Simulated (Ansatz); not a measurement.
Start from `C=C[Si](N)(N)N` and change one atom or group to get `C=C[Si](N)(N)O`.

Ansatz, PBE0-D4/def2-TZVP geometries, multiplicity 1. Each molecule was computed in one conformer, which needn't be the lowest.

```json
{"property": "size of the dipole moment (B3LYP/def2-TZVPP) / D", "`C=C[Si](N)(N)N`": "0.81"}
{"property": "LUMO energy (PBE/def2-TZVPP) / eV", "`C=C[Si](N)(N)N`": "-1.13"}
{"property": "HOMO–LUMO gap (PBE/def2-TZVPP) / eV", "`C=C[Si](N)(N)N`": "4.25"}
{"property": "LUMO energy (ωB97M-V/def2-TZVPP) / eV", "`C=C[Si](N)(N)N`": "1.92"}
{"property": "HOMO energy (PBE/def2-TZVPP) / eV", "`C=C[Si](N)(N)N`": "-5.38"}
{"property": "HOMO–LUMO gap (B3LYP/def2-TZVPP) / eV", "`C=C[Si](N)(N)N`": "6.22"}
```

(1) Give the same properties after the change, and the shifts. (Estimate.)

Results:

(1) The calculation gave: 
```
                                        property  `C=C[Si](N)(N)O`  shift
size of the dipole moment (B3LYP/def2-TZVPP) / D              1.50   0.69
               LUMO energy (PBE/def2-TZVPP) / eV             -1.15  -0.02
             HOMO–LUMO gap (PBE/def2-TZVPP) / eV              4.65   0.40
           LUMO energy (ωB97M-V/def2-TZVPP) / eV              1.94   0.02
               HOMO energy (PBE/def2-TZVPP) / eV             -5.80  -0.42
           HOMO–LUMO gap (B3LYP/def2-TZVPP) / eV              6.59   0.37
```

Dipoles are sizes alone; their direction can turn.

Positive LUMOs are unbound, so they and the gaps depend on the basis.

B3LYP here is the variant with VWN-RPA as its local correlation; programs differ in this.
